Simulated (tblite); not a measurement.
C6H11P.
SMILES with atom numbers: `[CH:1]#[C:2][PH:3][CH2:4][CH2:5][CH2:6][CH3:7]` (hydrogens: H8 on C1; H9 on P3; H10, H11 on C4; H12, H13 on C5; H14, H15 on C6; H16, H17, H18 on C7)

Computed with GFN2-xTB (tblite), gas phase: L-BFGS steps from a force-field or distance-geometry start until the largest atomic force falls under 0.01 eV/Å.

Geometry at step 6:
```
atom  x, y, z in Å
C1      4.5060   -0.6773   -0.1070
C2      3.5304    0.0226   -0.0660
P3      2.1638    1.1091    0.1934
C4      0.7861   -0.1393   -0.0296
C5     -0.5895    0.5206   -0.1262
C6     -1.7018   -0.5194   -0.2736
C7     -3.0767    0.1239   -0.3837
H8      5.3438   -1.3027   -0.1906
H9      2.1194    1.5711   -1.1339
H10     0.9708   -0.7511   -0.9191
H11     0.8083   -0.8031    0.8442
H12    -0.7813    1.1184    0.7683
H13    -0.6182    1.1968   -0.9869
H14    -1.5141   -1.1232   -1.1634
H15    -1.6843   -1.1925    0.5867
H16    -3.1284    0.7821   -1.2463
H17    -3.2942    0.7088    0.5083
H18    -3.8489   -0.6383   -0.4862
```

Q: Give the atomic forces at this geometry.

A: 
```
atom  Fx (eV/Å)  Fy (eV/Å)  Fz (eV/Å)
  C1      0.044     -0.036     -0.006
  C2     -0.177      0.068     -0.020
  P3     -0.174      0.029      0.014
  C4     -0.070     -0.097      0.073
  C5     -0.014      0.001     -0.028
  C6      0.083     -0.022     -0.014
  C7     -0.093     -0.029      0.092
  H8      0.071     -0.050     -0.011
  H9      0.058      0.002     -0.030
 H10      0.053      0.036      0.042
 H11      0.023      0.024     -0.063
 H12      0.058      0.017      0.010
 H13      0.036     -0.019      0.029
 H14      0.019     -0.017     -0.044
 H15      0.011      0.014      0.019
 H16      0.013      0.027     -0.037
 H17      0.001      0.008     -0.023
 H18      0.058      0.043     -0.004
```

The largest, 0.19 eV/Å, acts on C2; the rms over all components is 0.054 eV/Å. The forces sum to zero within rounding, as they must for an isolated molecule in no field.

Q: Give the force on C2 in Eh/bohr and in nN.

A: 0.191 eV/Å ÷ 51.422 = 0.00371 Eh/bohr, and 0.191 eV/Å × 1.602 = 0.31 nN.

Q: How far is this geometry from the end of the optimisation?

A: 0.006 eV above it, and 0.023 Å rms away after alignment. The bonds farthest from their final lengths, with half the difference of the two atoms' forces along the bond (positive lengthens):

```tsv
bond	now (Å)	final (Å)	force along bond (eV/Å)
P3–C4	1.873	1.869	0.00
C4–C5	1.529	1.525	0.00
C5–C6	1.530	1.527	-0.03
C4–H11	1.098	1.095	-0.09
C7–H18	1.090	1.087	-0.07
C1–H8	1.049	1.051	+0.02
```

The angle farthest from its final value is P3–C4–C5, 112.4° against 111.0°.

The cost below is that of the whole relaxation. Time: 0.22 s wall. Hardware: one thread, Arm Neoverse V1 (aarch64), shared host with 32 logical CPUs at a one-minute load of 22.
